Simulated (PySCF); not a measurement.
# Correlation energy of As²⁺ (arsenic, charge +2)

[Ar] 3d10 4s2 4p1, 2P determinant. Calculation: PySCF 2.14, in x2c-TZVPPall with one added diffuse shell each of s, p, d type (7s6p5d1f, 57 functions); scalar relativity by spin-free X2C-1e. Frozen: [Ar] 3d10; 3 electrons correlated.

```json
{"level": "CCSD", "correlation energy (mhartree)": "-52.90"}
{"level": "(T)", "correlation energy (mhartree)": "-0.69"}
{"level": "CCSD(T)", "correlation energy (mhartree)": "-53.59"}
{"level": "CCSDT", "correlation energy (mhartree)": "-53.81"}
```

Diagnostics: T1 = 0.0083, D1 = 0.0193, largest double amplitude 0.094.

Question: Is a single reference adequate?

Answer: Mostly. T1 lies below 0.03, but a double amplitude of this size points to a near-degeneracy that CCSD handles and MP2 describes poorly.
